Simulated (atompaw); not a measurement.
# Varying the PAW (atompaw) potential for arsenic (As)

Base potential:

arsenic, PAW, made with atompaw 4.2.0.5 (LDA (PW92), scalar-relativistic). Core [Ar], reference 3d10 4s2 4p3. Waves: 4s (bound): rc 1.85 bohr; 4s channel at 0.4 Ry: rc 1.85 bohr; 4p (bound): rc 1.50 bohr; 4p channel at 4.7 Ry: rc 1.50 bohr; 3d (bound): rc 0.65 bohr; 3d channel at -1.5 Ry: rc 0.65 bohr. Local part: vpsmatchnc scheme with l = 3 at -0.5 Ry, radius 1.85 bohr. Core correction: smooth core density matched at 1.75 bohr. Augmentation charge: besselshape compensation charge, radius 1.35 bohr; PAW radius 1.85 bohr; waves and projectors: custom rrkj gramschmidtortho.

All-electron outer shells of the reference configuration (LDA (PW92), scalar-relativistic, ld1.x):

| shell | level (eV) | outermost node (bohr) | outermost maximum (bohr) |
| --- | --- | --- | --- |
| 3s | -189.50 | 0.25 | 0.52 |
| 3p | -133.42 | 0.22 | 0.52 |
| 3d | -40.90 | – | 0.47 |
| 4s | -14.70 | 0.73 | 1.61 |
| 4p | -5.34 | 0.78 | 1.97 |

Cutoffs, loose and tight: the cutoffs (Ry, on a coarse ladder) from which the occupation-weighted sum of valence levels, in a spherical-Bessel basis at the reference potential, stays within 10 and 1 mRy of its value at 400 Ry. They see the waves, projectors and local potential, not the compensation charge or the core. A dash means not determined.

A true bound ghost makes a file unfit for plane-wave use even where its test errors are small: the radial tests pick states by their node count and pass the ghost by.

```csv
change,outcome,"cutoff, loose","cutoff, tight",bound ghosts
base,generated,over 300 Ry,over 300 Ry,none
"all radii scaled by about 0.79 (s 1.46, p 1.18, d 0.52 bohr); local potential vpsmatchnc scheme with l = 3 at -0.5 Ry, radius 1.46 bohr; augmentation besselshape compensation charge, radius 1.06 bohr; PAW radius 1.46 bohr; waves and projectors: custom rrkj gramschmidtortho; core correction smooth core density matched at 1.38 bohr",failed: atompaw: The overlap operator has at least one negative eigenvalue!,–,–,–
"all radii scaled by about 0.96 (s 1.78, p 1.46, d 0.62 bohr); local potential vpsmatchnc scheme with l = 3 at -0.5 Ry, radius 1.78 bohr; augmentation besselshape compensation charge, radius 1.30 bohr; PAW radius 1.78 bohr; waves and projectors: custom rrkj gramschmidtortho; core correction smooth core density matched at 1.70 bohr",generated,over 300 Ry,over 300 Ry,none
"all radii scaled by about 1.04 (s 1.94, p 1.56, d 0.68 bohr); local potential vpsmatchnc scheme with l = 3 at -0.5 Ry, radius 1.94 bohr; augmentation besselshape compensation charge, radius 1.40 bohr; PAW radius 1.94 bohr; waves and projectors: custom rrkj gramschmidtortho; core correction smooth core density matched at 1.82 bohr",generated,over 300 Ry,over 300 Ry,none
```

Problem. What comes out with this change to the base: all radii scaled by about 1.29 (s 2.40, p 1.94, d 0.84 bohr); local potential vpsmatchnc scheme with l = 3 at -0.5 Ry, radius 2.40 bohr; augmentation besselshape compensation charge, radius 1.76 bohr; PAW radius 2.40 bohr; waves and projectors: custom rrkj gramschmidtortho; core correction smooth core density matched at 2.28 bohr?

Solution. outcome: generated; cutoff, loose: 230 Ry; cutoff, tight: over 300 Ry; bound ghosts: none.

Problem. What comes out with this change to the base: all radii scaled by about 0.85 (s 1.58, p 1.28, d 0.56 bohr); local potential vpsmatchnc scheme with l = 3 at -0.5 Ry, radius 1.58 bohr; augmentation besselshape compensation charge, radius 1.14 bohr; PAW radius 1.58 bohr; waves and projectors: custom rrkj gramschmidtortho; core correction smooth core density matched at 1.48 bohr?

Solution. outcome: generated; cutoff, loose: over 300 Ry; cutoff, tight: over 300 Ry; bound ghosts: p, s.

Problem. What comes out with this change to the base: all radii scaled by about 1.18 (s 2.18, p 1.78, d 0.76 bohr); local potential vpsmatchnc scheme with l = 3 at -0.5 Ry, radius 2.18 bohr; augmentation besselshape compensation charge, radius 1.60 bohr; PAW radius 2.18 bohr; waves and projectors: custom rrkj gramschmidtortho; core correction smooth core density matched at 2.06 bohr?

Solution. outcome: generated; cutoff, loose: 300 Ry; cutoff, tight: over 300 Ry; bound ghosts: none.

Reading the sweep of the scale of all radii (base = 1) (base included, trends over the rows without a ghost): Bound ghosts are found at 0.85. The generation fails at 0.79.
